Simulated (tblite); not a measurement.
Species: C₃H₈BrF₃Si₂.
Atom-mapped SMILES: `[CH3:1][Si@@H:2]([F:3])[C@@H:4]([Br:5])[SiH2:6][CH:7]([F:8])[F:9]` (hydrogens: H10, H11, H12 on C1; H13 on Si2; H14 on C4; H15, H16 on Si6; H17 on C7)

Computed with GFN2-xTB (tblite), gas phase: L-BFGS steps from a force-field or distance-geometry start until the largest atomic force falls under 0.01 eV/Å.

Step 155: E = -878.6328 eV
```
atom  x, y, z in Å  |  force x, y, z in eV/Å
C1      1.9040   -1.3853    0.7276   -0.018  -0.015  -0.030
Si2     1.6732    0.4263    0.2429   -0.017  -0.029   0.003
F3      1.4333    0.4748   -1.3593    0.019   0.001   0.013
C4      0.0443    1.1121    0.9774   -0.026   0.039  -0.004
Br5     0.2434    3.0526    1.3071    0.047   0.027   0.015
Si6    -1.5329    1.0368   -0.0897    0.003   0.002   0.001
C7     -1.9444   -0.8382   -0.3238    0.030  -0.049   0.015
F8     -2.0467   -1.4595    0.8907    0.025   0.037  -0.043
F9     -3.1549   -0.9844   -0.9231    0.001   0.007  -0.006
H10     2.9471   -1.6763    0.6473   -0.014   0.001   0.007
H11     1.3393   -2.0269    0.0550    0.005  -0.010   0.033
H12     1.5784   -1.6020    1.7411    0.022   0.038  -0.039
H13     2.7915    1.3233    0.4767   -0.003  -0.013   0.014
H14    -0.1282    0.6947    1.9683   -0.015   0.012   0.007
H15    -2.6460    1.6628    0.6208   -0.009  -0.031   0.017
H16    -1.2868    1.6200   -1.4061   -0.017  -0.023   0.001
H17    -1.2212   -1.4191   -0.9135   -0.031   0.005  -0.005
```

Step 156: E = -878.6338 eV
```
atom  x, y, z in Å  |  force x, y, z in eV/Å
C1      1.8966   -1.3847    0.7397   -0.001  -0.026  -0.019
Si2     1.6701    0.4222    0.2394   -0.047  -0.032   0.011
F3      1.4180    0.4533   -1.3604    0.015   0.006  -0.024
C4      0.0438    1.1106    0.9773   -0.021   0.069  -0.005
Br5     0.2480    3.0523    1.3100    0.043   0.001   0.020
Si6    -1.5365    1.0429   -0.0863    0.023  -0.009  -0.011
C7     -1.9348   -0.8322   -0.3360    0.043  -0.036  -0.001
F8     -2.0022   -1.4695    0.8707    0.013   0.010   0.028
F9     -3.1535   -0.9918   -0.9126   -0.035   0.021  -0.020
H10     2.9391   -1.6765    0.6589   -0.009  -0.014   0.010
H11     1.3293   -2.0319    0.0749    0.003  -0.006   0.032
H12     1.5737   -1.5917    1.7562    0.023   0.037  -0.041
H13     2.7905    1.3202    0.4525    0.006  -0.003   0.022
H14    -0.1264    0.6895    1.9673   -0.022   0.031   0.005
H15    -2.6472    1.6591    0.6335   -0.030  -0.020   0.030
H16    -1.2995    1.6354   -1.4000   -0.011  -0.016   0.002
H17    -1.2159   -1.3953   -0.9456    0.005  -0.011  -0.039
```

Q: Estimate the geometry and energy of step 157. (The exact step hangs on the optimiser's Hessian estimate; all steps are aligned on step 156, rigid shifts and turns removed.)

A: E = -878.6329 eV, largest force 0.264 eV/Å
```
atom  x, y, z in Å  |  force x, y, z in eV/Å
C1      1.8900   -1.3849    0.7777   -0.002  -0.002   0.006
Si2     1.6596    0.4078    0.2257   -0.067  -0.057  -0.051
F3      1.3714    0.3848   -1.3718    0.030   0.016   0.046
C4      0.0415    1.1046    0.9755   -0.003   0.108  -0.012
Br5     0.2582    3.0460    1.3185    0.041  -0.032   0.035
Si6    -1.5475    1.0596   -0.0767    0.035  -0.040  -0.038
C7     -1.9157   -0.8168   -0.3727    0.029  -0.196   0.027
F8     -1.8879   -1.5034    0.8181   -0.012   0.135  -0.226
F9     -3.1658   -0.9952   -0.8833    0.158   0.023   0.072
H10     2.9328   -1.6764    0.7040    0.004  -0.027   0.009
H11     1.3221   -2.0522    0.1332    0.005   0.007   0.042
H12     1.5693   -1.5620    1.8018    0.033   0.039  -0.081
H13     2.7816    1.3178    0.3834   -0.029  -0.031   0.018
H14    -0.1241    0.6742    1.9630   -0.028   0.064  -0.006
H15    -2.6526    1.6533    0.6703   -0.031  -0.031   0.025
H16    -1.3290    1.6884   -1.3794   -0.012  -0.036   0.043
H17    -1.2109   -1.3338   -1.0478   -0.151   0.059   0.090
```

The energy changes by +0.0009 eV. The first-order estimate −F·Δx gives -0.0025 eV and the mean of the old and new forces, exact on a quadratic surface, +0.0022 eV. The step makes an angle of 87° with the force vector and moves no atom by more than 0.130 Å. The energy falls at the start of this step and ends higher, so the step passed the lowest point of its straight line.

What follows is the cost of the whole relaxation. The run took 4.6 s wall on one thread of an Arm Neoverse N1, on a shared host.
